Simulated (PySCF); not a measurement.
H2OSi. Atoms are numbered in the order given.

```xyz
4

Si     0.0000     0.0000     0.4374
O      0.0000     0.0000    -1.0821
H      0.0000    -1.2270     1.2664
H      0.0000     1.2270     1.2664
```
Charge 0, spin multiplicity 1.

Coordinates come from a B3LYP-D3(BJ)/def2-TZVP optimisation.

Calculation: PySCF with PBE/def2-TZVPD.

Symmetry labels are those of the subgroup C2v that the program uses (full group C2v).

Computed valence orbital energies around the gap with their symmetry:
```json
[
 {"orbital": "HOMO−7", "symmetry": "B2", "energy (eV)": "-95.15"},
 {"orbital": "HOMO−6", "symmetry": "A1", "energy (eV)": "-95.12"},
 {"orbital": "HOMO−5", "symmetry": "A1", "energy (eV)": "-23.08"},
 {"orbital": "HOMO−4", "symmetry": "A1", "energy (eV)": "-13.03"},
 {"orbital": "HOMO−3", "symmetry": "B2", "energy (eV)": "-9.72"},
 {"orbital": "HOMO−2", "symmetry": "A1", "energy (eV)": "-8.52"},
 {"orbital": "HOMO−1", "symmetry": "B1", "energy (eV)": "-7.89"},
 {"orbital": "HOMO", "symmetry": "B2", "energy (eV)": "-6.81"},
 {"orbital": "LUMO", "symmetry": "B1", "energy (eV)": "-3.19"},
 {"orbital": "LUMO+1", "symmetry": "A1", "energy (eV)": "-1.24"},
 {"orbital": "LUMO+2", "symmetry": "A1", "energy (eV)": "-0.27"},
 {"orbital": "LUMO+3", "symmetry": "A1", "energy (eV)": "0.19"}
]
```
